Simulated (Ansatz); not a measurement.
`C[O][Ta](=[O])([F])[F]` + H–F → `[O]=[Ta]([F])([F])[F]` + CH₃OH at 700 K and 1 bar (ligand exchange at a Ta–O bond).

Computed with Ansatz on PBE0-D4/def2-TZVP structures; ΔE is electronic, products minus reactants. CCSD(T)/CBS adds triple-zeta CCSD(T) − MP2 to the extrapolated MP2 energy (def2 sets, frozen cores). This one scheme is used for every species. Elements past krypton have def2 core potentials. For Ta outer-core shells are correlated without core-valence functions, which leaves a few kJ/mol of doubt a bond. Each species was taken in one conformer, which may not be the lowest.

```json
{"species": "`C[O][Ta](=[O])([F])[F]`", "CCSD(T)/CBS energy (Eh)": "-446.92802", "H − E (kJ/mol)": "208.6", "S (J/(mol·K))": "501.6"}
{"species": "H–F", "CCSD(T)/CBS energy (Eh)": "-100.39570", "H − E (kJ/mol)": "45.2", "S (J/(mol·K))": "198.5"}
{"species": "`[O]=[Ta]([F])([F])[F]`", "CCSD(T)/CBS energy (Eh)": "-431.70821", "H − E (kJ/mol)": "81.1", "S (J/(mol·K))": "407.6"}
{"species": "CH₃OH", "CCSD(T)/CBS energy (Eh)": "-115.61712", "H − E (kJ/mol)": "170.8", "S (J/(mol·K))": "288.5"}
```

H − E and S are ideal-gas, rigid-rotor, harmonic terms from PBE0-D4/def2-TZVP, for one conformer and one mirror image of each species. 1 Eh = 2625.50 kJ/mol, R = 8.31446 J/(mol·K).

By hand: ΔE, ΔH, ΔS and ΔG.

ΔE = (-431.70821) + (-115.61712) − (-446.92802) − (-100.39570) = -0.00161 Eh = -4.2 kJ/mol. Δ(H − E) = 81.1 + 170.8 − 208.6 − 45.2 = -1.9, so ΔH = -6.1 kJ/mol. ΔS = 407.6 + 288.5 − 501.6 − 198.5 = -4.0 J/(mol·K). ΔG = -6.1 − 700 × (-4.0)/1000 = -3.3 kJ/mol.

By hand: the equilibrium constant, and the temperature at which ΔG would vanish if ΔH and ΔS stayed fixed.

log₁₀ K = −ΔG/(RT ln 10) = 0.2. ΔG = 0 at ΔH/ΔS = 1525 K, though so small a ΔH makes that figure unsure.

TΔS isn't small against ΔH here. The sign of ΔG lies within the doubt. A doubt of 5 kJ/mol in ΔE shifts log₁₀ K by 0.4 here. Other conformers and mirror images would add mixing entropy, several J/(mol·K) or more a flexible species. These are equilibria of isolated gas molecules and say nothing of rates. Largest T1 diagnostic: 0.020 (customary marks: 0.02 for closed shells, 0.045 for open ones).
